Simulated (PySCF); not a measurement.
SCF from a fresh guess for singlet ZrH₄, at the PBE0 minimum. PySCF input:

```python
from pyscf import gto, scf, dft
mol = gto.M(atom='''
Zr    -0.000000     0.000000    -0.000000
H     -1.063390    -1.063390     1.063390
H     -1.063390     1.063390    -1.063390
H      1.063390     1.063390     1.063390
H      1.063390    -1.063390    -1.063390''',
    basis={'Zr': 'x2c-TZVPall', 'H': 'x2c-TZVPall'},
    nucmod='G',
    charge=0, spin=0)
mf = dft.RKS(mol, xc='PBE0')
mf.grids.atom_grid = (50, 194)
aux = {'Zr': 'AutoAux', 'H': 'AutoAux'}  # AutoAux: made from the orbital basis by basis_set_exchange (get_aux=1)
mf = mf.density_fit(auxbasis=aux).sfx2c1e()
mf.conv_tol = 1e-08
mf.diis_space = 10
mf.max_cycle = 60
mf.init_guess = 'minao'
mf.verbose = 4
mf.kernel()
```

Excerpt of the output (cycles and frontier levels):

```
init E= -3599.91841303432
  HOMO = -0.323636099717982  LUMO = -0.134870744295278  gap/eV = 5.13657
cycle= 1 E= -3600.33881538274  delta_E= -0.42  |g|= 0.294  |ddm|= 2.04
  HOMO = -0.330293818576742  LUMO = -0.145763982573565  gap/eV = 5.02131
cycle= 2 E= -3600.31742702488  delta_E= 0.0214  |g|= 0.444  |ddm|= 0.589
  HOMO = -0.306352750868081  LUMO = -0.0851935541351015  gap/eV = 6.01805
cycle= 3 E= -3600.36565459622  delta_E= -0.0482  |g|= 0.0208  |ddm|= 0.431
  HOMO = -0.313729826389412  LUMO = -0.0894865748127945  gap/eV = 6.10197
cycle= 4 E= -3600.36572010014  delta_E= -6.55e-05  |g|= 0.00688  |ddm|= 0.0301
  HOMO = -0.313971431224339  LUMO = -0.0904366266691786  gap/eV = 6.08269
cycle= 5 E= -3600.36573534866  delta_E= -1.52e-05  |g|= 0.000764  |ddm|= 0.0066
  HOMO = -0.31371196971945  LUMO = -0.0901258181289082  gap/eV = 6.08409
cycle= 6 E= -3600.36573553224  delta_E= -1.84e-07  |g|= 3.2e-05  |ddm|= 0.00198
  HOMO = -0.313717928070316  LUMO = -0.0901369465650592  gap/eV = 6.08395
cycle= 7 E= -3600.36573553285  delta_E= -6.06e-10  |g|= 1.52e-05  |ddm|= 0.000101
  HOMO = -0.31371386060658  LUMO = -0.0901290984469186  gap/eV = 6.08405
Extra cycle  E= -3600.36573553279  delta_E= 5.78e-11  |g|= 2.3e-05  |ddm|= 5.41e-05
converged SCF energy = -3600.36573553279
```

No lower solution of this spin was found by a stability analysis within the restricted form, which does not test spin polarisation.

Stability towards spin polarisation was not tested.

The search for the lowest solution, with the stability check, took 2.7 s on 2 threads of a shared Arm Neoverse V2 host, with 87 basis functions; the process peaked at 0.37 GiB.
